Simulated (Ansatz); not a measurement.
## Match the barriers

Saddle point of GaH5SO, singlet (GaH₃O ([OH][GaH2]) + H₂S → GaH₃S ([SH][GaH2]) + H₂O (still joined by a long Ga–O bond); bonds formed: O2–H5; dative contacts that become bonds: Ga1–S6; bonds broken: H5–S6; bonds weakened to dative contacts: Ga1–O2), PBE0-D4/def2-TZVP structure:

Ga1  (-0.482, -0.807, 0.349)
O2  (-0.949, 0.893, -0.381)
H3  (-0.528, -1.932, -0.729)
H4  (-0.769, -0.886, 1.884)
H5  (0.518, 1.057, -0.249)
S6  (1.753, 0.320, 0.101)
H7  (-1.484, 1.455, 0.185)
H8  (1.942, -0.100, -1.161)
(Å)

Computed with Ansatz 0.2.0 (basis: def2-TZVPP, with def2-QZVPP for the basis limit); correlated methods freeze the cores. Filled d shells of the heavier atoms are correlated. The def2 sets are not built for correlating such inner shells, so the correlated values are less sure here. B3LYP uses VWN-RPA correlation. Extrapolation: Hartree–Fock as exp(−7.88 √X), correlation as X^−2.97. Four methods, as single points on the PBE0-D4 structures, gave these electronic barriers from the start structure: 0.68, 4.50, 6.86, 13.05 kcal/mol.

**Question.** The methods were, in alphabetical order, B3LYP-D4, BHLYP-D4, HF, PBE-D4. Which gave which? (Judge from chemistry; the calculation decides.)

**Answer.** Computed: PBE-D4 0.68; B3LYP-D4 4.50; BHLYP-D4 6.86; HF 13.05 kcal/mol. For comparison, CCSD(T) at an estimated basis limit (MP2 extrapolated from triple and quadruple zeta, plus CCSD(T) − MP2 in triple zeta) gives 5.03 kcal/mol.

The T1 diagnostic stays at or below 0.014.

Labels in which every atom is bracketed show which atoms are joined, not bond orders.

For scale, one of the runs: CCSD(T)/def2-TZVPP, 191 basis functions, launched by `ansatz run in.yaml --threads 4 --pin off --events-out ev --progress --plain --max-ram 9574MiB`. Time: 56 s of wall clock on 4 CPU threads of an Intel Xeon; the host was shared. Peak host memory: 2 GiB.
